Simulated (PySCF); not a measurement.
CdTe, SMILES [Cd]=[Te].

Geometry: PBE0-D3(BJ)/def2-TZVP. The def2 effective core potentials stand for the cores of Cd, Te; spin–orbit coupling is left out.

Computed with PBE0-D3(BJ)/def2-TZVP (PySCF 2.14.0).

Frequencies are harmonic and unscaled.

```json
[
 {"mode": "1", "ν (cm⁻¹)": "206", "IR (km/mol)": "1.0", "Raman (Å⁴/amu)": "14.8", "depolarisation": "0.12", "moving atoms (share of kinetic energy)": "Cd 53 %, Te 47 %"}
]
```
